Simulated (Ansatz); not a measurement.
## Which is lower?

The two ends of one reaction step of CH₆InN, closed shell (PBE0-D4/def2-TZVP).

A:

```xyz
9
angstrom
In -0.1035 0.8162 -0.0234
H -1.1490 -1.8316 -1.3341
N -1.3971 1.4137 -1.2717
H -1.4423 -1.1816 -1.5701
C 1.2235 -0.2662 1.2104
H -1.4937 2.4306 -1.2742
H 2.2287 0.1478 1.1319
H 0.8936 -0.2217 2.2482
H 1.2396 -1.3071 0.8829
```

B:

```xyz
9
angstrom
In -0.4085 -0.6872 -0.2720
H -1.1342 -2.1824 -0.7034
N -1.1317 0.9034 -1.2735
H -1.8557 0.8566 -1.9707
C 1.1324 -0.2409 1.1503
H -0.8173 1.8501 -1.1407
H 1.3523 0.8270 1.1497
H 0.8190 -0.5367 2.1531
H 2.0436 -0.7900 0.9071
```

Computed with Ansatz 0.2.0 (basis: def2-TZVPP); correlated methods freeze the cores. Filled d shells of the heavier atoms are correlated. Core potentials replace the inner electrons of the atoms past krypton. The def2 sets are not built for correlating such inner shells, so the correlated values are less sure here. B3LYP uses VWN-RPA correlation.

(1) Which structure is lower at CCSD(T), and by how much? (To be estimated.)

T1 diagnostic: at most 0.023. The restricted Hartree–Fock reference is unstable towards an unrestricted one at one or more of these structures.

Results:

(1) The calculation gives: B, by 2.225 eV (electronic energy, against the other). By their contacts, A is a complex of CH₄InN ([CH3][In][NH]) + H₂ and B is CH₆InN ([CH3][InH][NH2]).

All methods give the same order:

| method | E(B) − E(A) (eV) |
| --- | --- |
| SPW92 | -2.300 |
| PBE-D4 | -2.005 |
| BLYP-D4 | -1.854 |
| r2SCAN-D4 | -2.194 |
| B97M-V | -2.295 |
| PBE0-D4 | -2.364 |
| B3LYP-D4 | -2.180 |
| r2SCAN0-D4 | -2.465 |
| BHLYP-D4 | -2.577 |
| CAM-B3LYP-D4 | -2.461 |
| wB97X-V | -2.527 |
| wB97M-V | -2.485 |
| B2PLYP | -2.118 |
| PBE-QIDH | -2.415 |
| RPA on PBE | -2.081 |
| HF | -2.972 |
| MP2 | -2.048 |
| CCSD | -2.415 |
| CCSD(T) | -2.225 |

Labels in which every atom is bracketed show which atoms are joined, not bond orders.

For scale, one of the runs: CCSD(T)/def2-TZVPP, 196 basis functions, launched by `ansatz run in.yaml --threads 4 --pin off --events-out ev --progress --plain --max-ram 9574MiB`. The run took 59 s on 4 CPU threads of an Arm Neoverse V1 (shared host), with 2.6 GiB of host memory at its peak.
